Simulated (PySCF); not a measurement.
A structure optimised at GFN2-xTB (Å):
```
atom  x, y, z in Å
C1     3.439    1.403   -0.437
C2     2.496    0.829    0.035
P3     1.130    0.013    0.811
O4     1.105    0.027    2.269
C5    -0.376    0.576   -0.063
C6    -1.612   -0.008    0.617
C7    -2.893    0.518   -0.018
C8     1.430   -1.735    0.151
F9     0.505   -2.587    0.604
F10    1.407   -1.812   -1.187
F11    2.621   -2.184    0.550
H12    4.264    1.897   -0.866
H13   -0.322    0.299   -1.117
H14   -0.386    1.669    0.005
H15   -1.592   -1.098    0.549
H16   -1.586    0.256    1.677
H17   -2.941    1.602    0.057
H18   -3.760    0.101    0.485
H19   -2.940    0.244   -1.069
```

Charge 0, singlet.

**Question.** Which heavy atoms are bonded, and with what formal order?

**Answer.** C1–C2 1.20 Å (triple); C2–P3 1.77 Å (single); P3–O4 1.46 Å (double); P3–C5 1.83 Å (single); C5–C6 1.53 Å (single); C6–C7 1.52 Å (single); P3–C8 1.89 Å (single); C8–F9 1.34 Å (single); C8–F10 1.34 Å (single); C8–F11 1.33 Å (single). Bonds to hydrogen (Å): C1–H12 1.05; C5–H13 1.09; C5–H14 1.09; C6–H15 1.09; C6–H16 1.09; C7–H17 1.09; C7–H18 1.09; C7–H19 1.09. The orders are those of one drawing; other resonance forms can be drawn.

**Question.** Give the structure as a SMILES string.

**Answer.** `C#C[P@@](=O)(CCC)C(F)(F)F`, C6H8F3OP. Among its features: alkyne, CF3 group, C–F bond, phosphine oxide and P=O bond.

**Question.** Name the point group.

**Answer.** C1 (no symmetry element, even within 0.4 Å).

**Question.** Classify the heavy atoms.

**Answer.** C1: terminal alkyne carbon; C2: alkyne carbon; P3: phosphoryl phosphorus; O4: phosphoryl oxygen; C5: sp3 carbon bound to phosphorus; C6: chain CH2 carbon; C7: methyl carbon; C8: CF3 carbon; F9/F10/F11: fluorine of a CF3 group.

**Question.** What is the arrangement about C5?

**Answer.** It has 4 neighbours (P3, C6, H13, H14) and is tetrahedral (angles from 106.6° to 111.9°).

**Question.** What is the arrangement about C8?

**Answer.** It has 4 neighbours (P3, F9, F10, F11) and is distorted tetrahedral (angles from 106.8° to 113.5°).

The numbers are calculated, not measured.
